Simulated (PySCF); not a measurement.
Species: C6H7NS.
Z-matrix (Å and degrees, GFN2-xTB geometry), rows numbered from 1:
```
C 
N   1  1.4235
C   2  1.2629  1  120.43
C   3  1.4336  2  121.91  1  -179.88
C   4  1.3720  3  127.52  2   179.45
C   5  1.4055  4  113.00  3  -179.83
C   6  1.3615  5  112.32  4    -0.00
S   7  1.7158  6  112.63  5    -0.02
H   1  1.0913  2  108.26  3  -122.05
H   1  1.0914  2  108.27  3   121.67
H   1  1.0998  2  113.68  3    -0.17
H   3  1.1028  2  123.03  1     0.03
H   5  1.0757  4  123.12  3     0.17
H   6  1.0753  5  123.81  4  -179.98
H   7  1.0722  6  127.91  5   179.98
```

The closed-shell ground state was solved at several levels (PySCF, density fitting, gas phase, non-relativistic).

```tsv
level	basis functions	total energy (Eh)	HOMO (eV)	LUMO (eV)	gap (eV)	dipole (D)
PBE0/pcSseg-1	178	-685.2323	-6.62	-1.39	5.23	1.63
PBE0/def2-SVPD	223	-684.9740	-6.65	-1.46	5.19	1.71
```

(1) Estimate the row for wB97X-D/def2-SVPD, a basis of 223 functions; the other rows only guide the guess.

(2) Over all these levels, which gives the widest orbital gap and which the narrowest?

(3) How far do the dipole and the HOMO energy spread over the levels?

## Answers

(1) Total energy -685.3419 Eh, HOMO -8.36 eV, LUMO 0.23 eV, gap 8.59 eV, dipole 1.78 D.

(2) wB97X-D/def2-SVPD (range-separated hybrid) has the widest, 8.59 eV, and PBE0/def2-SVPD (global hybrid, 25 % exact exchange) the narrowest, 5.19 eV. The two share the basis. From the narrowest to the widest the HOMO moves by -1.71 eV and the LUMO by +1.69 eV.

(3) The dipole runs from 1.63 to 1.78 D (mean 1.71 D) and the HOMO from -8.36 to -6.62 eV.

One conformer stands for the species.

wB97X-D is run here without its empirical dispersion term; that term would change no orbital, density or response property at a fixed geometry.
